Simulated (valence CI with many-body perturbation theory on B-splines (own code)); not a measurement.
# Forbidden lines of W XLII

Level of theory: configuration interaction combined with many-body perturbation theory (CI+MBPT): five valence electrons over a frozen Dirac-Fock core [Ar] 3d10, radial functions for each j: 11 s, 11 p, 10 d, 8 f, 5 g, 2 h, with the one-electron correlation potential Σ1 (screened to all orders), the two-electron term Σ2, the three-electron term Σ3, Breit, model QED; selected single and double excitations, second order for the rest, scaled by the run's own slope (own B-spline code, finite nucleus).

No measured spectrum was set against this ion. As an estimate, large intervals hold to a few tenths of a per cent, small ones and those within an open d or f shell to about a per cent. Among the levels kept, up to 2100 cm⁻¹ of a level comes from second order outside the variational space, and about a tenth of that is noise between levels of different J, which matters for small intervals.

Lines 1 to 19 of 19 in falling wavelength, among levels below 40.153 Ry, chosen from the decays that carry over 1 % of a level's rate. Wavelengths and rates use the calculated energies. Electric multipoles are in the length gauge, E1 and E2 with the static RPA response of the core. Weak lines are less certain than strong ones. Lines between different terms over intervals too small for the method are left out, as are lines whose strength nearly cancels.

Levels are named by their leading jj configuration (3d3/2^4 stands for four electrons in 3d with j = 3/2), which in mixed levels can hold well under half, so a name can repeat and another be missing. Letters in brackets count levels of one name in rising energy.

| λ vac (nm) | Upper | Lower | Type | A (s⁻¹) | Branch % |
| --- | --- | --- | --- | --- | --- |
| 59.74 | (4s^2 4p1/2 4p3/2 4d5/2) J=9/2 | (4s^2 4p1/2 4p3/2 4d3/2) J=7/2 | M1 | 5.42e+04 | 34.5 |
| 15.98 | (4s^2 4p1/2 4p3/2 4d5/2) J=9/2 | (4s 4p1/2^2 4p3/2^2) J=5/2 | E2 | 1.82e+04 | 11.6 |
| 15.73 | (4s^2 4p3/2^2 4d5/2) J=9/2 | (4s^2 4p1/2 4p3/2 4d5/2) J=7/2 [b] | M1 | 1.94e+06 | 23.6 |
| 13.92 | (4s^2 4p1/2 4p3/2^2) J=3/2 | (4s^2 4p1/2^2 4p3/2) J=3/2 | M1 | 7.08e+06 | 99.2 |
| 13.77 | (4s^2 4p3/2^3) J=3/2 | (4s^2 4p1/2 4p3/2^2) J=1/2 | M1 | 1.79e+06 | 12.7 |
| 13.48 | (4s^2 4p1/2 4p3/2 4d5/2) J=9/2 | (4s^2 4p1/2^2 4d5/2) J=5/2 | E2 | 7.66e+04 | 48.8 |
| 13.48 | (4s^2 4p3/2^2 4d5/2) J=9/2 | (4s^2 4p1/2 4p3/2 4d5/2) J=9/2 | M1 | 3.16e+06 | 38.4 |
| 13.48 | (4s^2 4p3/2^2 4d5/2) J=9/2 | (4s^2 4p1/2 4p3/2 4d5/2) J=9/2 | E2 | 1.29e+05 | 1.6 |
| 13.11 | (4s^2 4p1/2 4p3/2^2) J=5/2 | (4s^2 4p1/2^2 4p3/2) J=3/2 | M1 | 1.24e+06 | 83.7 |
| 13.11 | (4s^2 4p1/2 4p3/2^2) J=5/2 | (4s^2 4p1/2^2 4p3/2) J=3/2 | E2 | 2.42e+05 | 16.3 |
| 12.79 | (4s^2 4p3/2^3) J=3/2 | (4s^2 4p1/2 4p3/2^2) J=5/2 | M1 | 2.16e+06 | 15.3 |
| 12.79 | (4s^2 4p3/2^3) J=3/2 | (4s^2 4p1/2 4p3/2^2) J=5/2 | E2 | 4.58e+05 | 3.2 |
| 12.65 | (4s^2 4p3/2^2 4d5/2) J=9/2 | (4s^2 4p1/2 4p3/2 4d5/2) J=7/2 [a] | M1 | 2.60e+06 | 31.6 |
| 12.65 | (4s^2 4p3/2^2 4d5/2) J=9/2 | (4s^2 4p1/2 4p3/2 4d5/2) J=7/2 [a] | E2 | 1.21e+05 | 1.5 |
| 12.23 | (4s^2 4p1/2 4p3/2^2) J=1/2 | (4s^2 4p1/2^2 4p3/2) J=3/2 | M1 | 4.53e+06 | 94.9 |
| 12.23 | (4s^2 4p1/2 4p3/2^2) J=1/2 | (4s^2 4p1/2^2 4p3/2) J=3/2 | E2 | 2.41e+05 | 5.1 |
| 12.11 | (4s^2 4p3/2^3) J=3/2 | (4s^2 4p1/2 4p3/2^2) J=3/2 | M1 | 9.12e+06 | 64.6 |
| 11.00 | (4s^2 4p3/2^2 4d5/2) J=9/2 | (4s^2 4p1/2 4p3/2 4d3/2) J=7/2 | M1 | 1.17e+05 | 1.4 |
| 7.121 | (4s^2 4p1/2 4p3/2 4d5/2) J=9/2 | (4s^2 4p1/2 4p3/2^2) J=5/2 | M2 | 6.64e+03 | 4.2 |
